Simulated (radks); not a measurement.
Task: The mean radii <r> (bohr) of the occupied orbitals of an atom or ion are listed with their occupations. Calculated with a radial shooting solver on a logarithmic mesh with Libxc functionals: scalar-relativistic Kohn-Sham, LDA (Slater exchange, Perdew-Wang correlation), spin-polarised, spherical densities, finite nucleus; Fermi nuclear charge, rms radius of each element as measured or else 0.836 A^(1/3) + 0.57 fm.

| orbital | occ. | <r> |
|---|---|---|
| 1s up | 1 | 0.03114 |
| 1s down | 1 | 0.03114 |
| 2s up | 1 | 0.1351 |
| 2s down | 1 | 0.1351 |
| 2p up | 3 | 0.1177 |
| 2p down | 3 | 0.1177 |
| 3s up | 1 | 0.3692 |
| 3s down | 1 | 0.3692 |
| 3p up | 3 | 0.3681 |
| 3p down | 3 | 0.3681 |
| 3d up | 5 | 0.3460 |
| 3d down | 5 | 0.3460 |
| 4s up | 1 | 0.9092 |
| 4s down | 1 | 0.9086 |
| 4p up | 3 | 0.9954 |
| 4p down | 3 | 0.9944 |
| 4d up | 5 | 1.338 |
| 4d down | 4 | 1.333 |
| 5s up | 1 | 2.668 |

Name the element and its charge. Open shells, if any, are filled with parallel spins first.

Result: Z = 47, silver, charge +1: Ag+ in [Kr] 4d9 5s1. The 1s radius gives Z: for a bare nucleus <r> = (2 gamma + 1)/(2Z) with gamma = sqrt(1 - (Z/c)^2), 0.03062 bohr for Z = 47, and screening makes it slightly larger (0.03114 here). The occupations add up to 46, and the charge is Z minus that.
